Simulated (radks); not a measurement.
The platinum ion Pt+, configuration [Xe] 4f14 5d7 6s2 (not the ground configuration). Calculated with a radial shooting solver on a logarithmic mesh with Libxc functionals: Dirac Kohn-Sham, BLYP, spin-unpolarised, spherical densities, finite nucleus; open shells are shared between the two j in proportion to 2j + 1; Fermi nuclear charge, rms radius 5.427 fm.

Spin-orbit splittings of the eigenvalues, e(l+1/2) - e(l-1/2), with zeta = 2 splitting/(2l+1) and mean radii in bohr:

shell	occ.	splitting (eV)	zeta (eV)	<r> j=l-1/2	<r> j=l+1/2
2p	6	1729	1153	0.05906	0.06749
3p	6	380.1	253.4	0.1768	0.1923
3d	10	81.95	32.78	0.1676	0.1723
4p	6	90.57	60.38	0.4179	0.4518
4d	10	16.84	6.737	0.4618	0.4730
4f	14	3.457	0.9876	0.5123	0.5195
5p	6	15.22	10.15	1.028	1.124
5d	7	1.541	0.6162	1.522	1.580
